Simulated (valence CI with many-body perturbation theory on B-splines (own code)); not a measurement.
# Lu56+: fill in the table

Computed by relativistic CI+MBPT: five valence electrons over a frozen Dirac-Fock core [Ne], a basis of 9 s, 9 p, 8 d, 6 f, 3 g, 1 h functions for each j, with the one-electron correlation potential Σ1, the two-electron term Σ2, the three-electron term Σ3, Breit, model QED; selected CI, second order for the rest (own B-spline code, finite nucleus).

The last digits are not significant, and no measured levels were compared; by estimate large intervals hold to a few tenths of a per cent, small ones and those within an open d or f shell to about a per cent. Among the levels kept, up to 560 cm⁻¹ of a level comes from second order outside the variational space, and about a tenth of that is noise between levels of different J, which matters for small intervals.

| Level | E (× 10³ cm⁻¹) |
| --- | --- |
| (3s^2 3p1/2^2 3p3/2) J=3/2 | 0.00 |
| (3s^2 3p1/2^2 3d3/2) J=3/2 | ? |
| (3s^2 3p1/2 3p3/2^2) J=3/2 | 2244.3 |
| (3s^2 3p1/2 3p3/2^2) J=5/2 | ? |
| (3s^2 3p1/2^2 3d5/2) J=5/2 | ? |
| (3s^2 3p1/2 3p3/2^2) J=1/2 | 2452.6 |
| (3s 3p1/2^2 3p3/2^2) J=5/2 | 3561.6 |
| (3s 3p1/2^2 3p3/2^2) J=3/2 | 3792.1 |
| (3s 3p1/2^2 3p3/2^2) J=1/2 | 3803.1 |
| (3s^2 3p1/2 3p3/2 3d3/2) J=5/2 [a] | 3981.8 |
| (3s^2 3p1/2 3p3/2 3d3/2) J=1/2 [a] | ? |
| (3s^2 3p1/2 3p3/2 3d3/2) J=3/2 [a] | 4006.8 |
| (3s^2 3p1/2 3p3/2 3d3/2) J=7/2 | 4076.2 |
| (3s^2 3p1/2 3p3/2 3d3/2) J=5/2 [b] | 4302.3 |
| (3s^2 3p1/2 3p3/2 3d3/2) J=1/2 [b] | 4377.0 |
| (3s^2 3p1/2 3p3/2 3d3/2) J=3/2 [b] | ? |
| (3s^2 3p1/2 3p3/2 3d5/2) J=7/2 [a] | 4524.1 |
| (3s^2 3p1/2 3p3/2 3d5/2) J=3/2 [a] | 4615.1 |
| (3s^2 3p1/2 3p3/2 3d5/2) J=9/2 | ? |
| (3s^2 3p1/2 3p3/2 3d5/2) J=5/2 [a] | 4643.3 |

Levels are named by their leading jj configuration (3d3/2^4 stands for four electrons in 3d with j = 3/2), which in mixed levels can hold well under half, so a name can repeat and another be missing. Letters in brackets count levels of one name in rising energy.

The levels stand in rising order. What does the calculation give for the missing energies?

(3s^2 3p1/2^2 3d3/2) J=3/2 1755.8; (3s^2 3p1/2 3p3/2^2) J=5/2 2335.4; (3s^2 3p1/2^2 3d5/2) J=5/2 2393.1; (3s^2 3p1/2 3p3/2 3d3/2) J=1/2 [a] 4006.1; (3s^2 3p1/2 3p3/2 3d3/2) J=3/2 [b] 4379.8; (3s^2 3p1/2 3p3/2 3d5/2) J=9/2 4623.5.
